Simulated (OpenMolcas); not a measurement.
A calculation on Pr3+.

```yaml
Program: OpenMolcas
Method: "SS-RASPT2, IPEA 0.25 Eh, imaginary shift 0.1 Eh (closed shells correlated: 5s 5p)"
Basis: ANO-RCC-VTZP [8s7p5d3f2g1h]
Scalar_Hamiltonian: DKH2, point nucleus
Active_space: 2 electrons in 12 orbitals (RAS2 4f; RAS3 5d, at most 1 electron)
State_averaging: 2S+1 = 3 even, 21 roots; 2S+1 = 1 even, 28 roots; 2S+1 = 3 odd, 35 roots; 2S+1 = 1 odd, 35 roots
Spin-orbit_coupling: RASSI with atomic mean-field integrals over the reference wave functions, term energies averaged over their components
```

(1) Which level of the active space comes out lowest?

(2) How high does 4f² ³P₂ lie?

(3) How high does 4f² ³P₀ lie?

(4) How high does 4f² ¹S₀ lie?

(5) The level at 1.277 eV has J = 4. What is it made of, and what is its g factor?

Measured values: Martin, Zalubas and Hagan, Atomic Energy Levels: The Rare-Earth Elements, NSRDS-NBS 60 (1978).

## Answers

(1) 4f² ³H₄, with 97 % of that term; it is also the measured ground level.

(2) 3.379 eV above the lowest level; measured 2.8715 eV above the ground level, so the calculation is off by +18 %.

(3) 3.140 eV above the lowest level; measured 2.6520 eV above the ground level, so the calculation is off by +18 %.

(4) 6.635 eV above the lowest level.

(5) 53 % 4f² ¹G₄, 45 % 4f² ³F; g = 1.111, against 1.000 from Landé's formula for the pure leading term.

Term energies are means over components that CASPT2 splits; among the terms shown or strongly mixed into the levels shown the widest spread is 490 cm-1 (4f² ¹G). Some terms miss by over 15 % even with CASPT2, which points to a basis or an active space too small for the shells correlated. Computed and measured levels are paired by configuration, term and J; levels that our copy of the source lacks, or whose pairing is in doubt (as where it misses far off the trend of its configuration), stay unpaired and out of the deviations. Levels of configurations outside the active space are missing.
